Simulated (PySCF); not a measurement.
Ionising AsBr

PBE0; basis As def2-TZVPPD, Br def2-TZVPPD; no relativity; PySCF 2.14. Neutral (UKS): triplet (π ↑↑), Re = 2.296 Å, ωe = 317 cm⁻¹, De = 2.89 eV, HOMO -6.72 eV, LUMO -3.01 eV.

AsBr⁺ (UKS): doublet (π ↑), Re = 2.180 Å, ωe = 392 cm⁻¹, De = 3.92 eV to As⁺ + Br. The energies at the minima are -4809.45784 hartree for AsBr and -4809.12925 for AsBr⁺.

(1) Work out the adiabatic ionisation energy, without and with harmonic zero-point energies (1 hartree = 27.2114 eV, 1 eV = 8065.5 cm⁻¹), and the change of the bond length.

AsBr⁻ (UKS): doublet (π ↑), Re = 2.438 Å, ωe = 242 cm⁻¹, De = 0.63 eV to As + Br⁻. The energies at the minima are -4809.45784 hartree for AsBr and -4809.50164 for AsBr⁻.

(2) Work out the adiabatic electron affinity, without and with harmonic zero-point energies (1 hartree = 27.2114 eV, 1 eV = 8065.5 cm⁻¹), and the change of the bond length.

Spin–orbit coupling is left out. For an ion De counts to the pair picked by the measured ionisation energies or electron affinities, which need not be the lowest pair at this level. The highest Kohn–Sham level is positive in this anion. Much of that is self-interaction error, but it also means that the finite basis helps to hold the extra electron. States were picked by a PBE0 search and need not be the measured ground states.

Results:

(1) At PBE0: 0.32859 hartree = 8.941 eV between the minima; the zero-point term (392.0 − 317.0)/2 cm⁻¹ = +0.005 eV makes it 8.946 eV. Re changes by -11.6 pm against the neutral. The electron leaves a π orbital, and the shorter bond of the ion fits an antibonding orbital, or a change in how ionic the bond is.

(2) At PBE0: 0.04380 hartree = 1.192 eV between the minima; the zero-point term (317.0 − 242.0)/2 cm⁻¹ = +0.005 eV makes it 1.197 eV. Re changes by +14.2 pm against the neutral. The electron enters a π orbital, and the longer bond of the ion fits an antibonding orbital, or a change in how ionic the bond is.
